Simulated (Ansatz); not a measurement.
C$_{2}$H$_{3}$GaS, SMILES `C=[C]1[S][GaH]1`. Total charge 0; spin multiplicity 1. The structure was optimised at the PBE0-D4/def2-TZVP level.

```xyz
7

C    -0.291   -0.504   -1.318
C    -0.016   -0.193   -0.061
S     0.285   -1.214    1.396
Ga    0.310    0.994    1.374
H    -0.441    0.272   -2.060
H    -0.376   -1.537   -1.645
H     0.529    2.181    2.314
```

Task: What is the dipole moment at r2SCAN/def2-TZVPP? (Best estimate.)

Result: The calculation gave: 2.49 D, with components (0.09, 2.47, 0.27) D in this frame, pointing from negative to positive charge.

Task: And with PBE, B3LYP, ωB97M-V? (Best estimate.)

Result: The calculation gave: PBE 2.33 D, B3LYP 2.56 D, ωB97M-V 2.74 D.

Task: Give the Mulliken charges with r2SCAN, B3LYP, PBE in def2-TZVPP. (Estimate.)

Result: Ansatz gave: 
| atom | r2SCAN | B3LYP | PBE |
| --- | --- | --- | --- |
| C1 | -0.19 | -0.21 | -0.20 |
| C2 | -0.04 | -0.01 | 0.00 |
| S3 | -0.22 | -0.21 | -0.19 |
| Ga4 | 0.19 | 0.15 | 0.11 |
| H5 | 0.08 | 0.10 | 0.10 |
| H6 | 0.08 | 0.10 | 0.09 |
| H7 | 0.08 | 0.08 | 0.08 |

B3LYP here is the variant with VWN-RPA as its local correlation; programs differ in this.
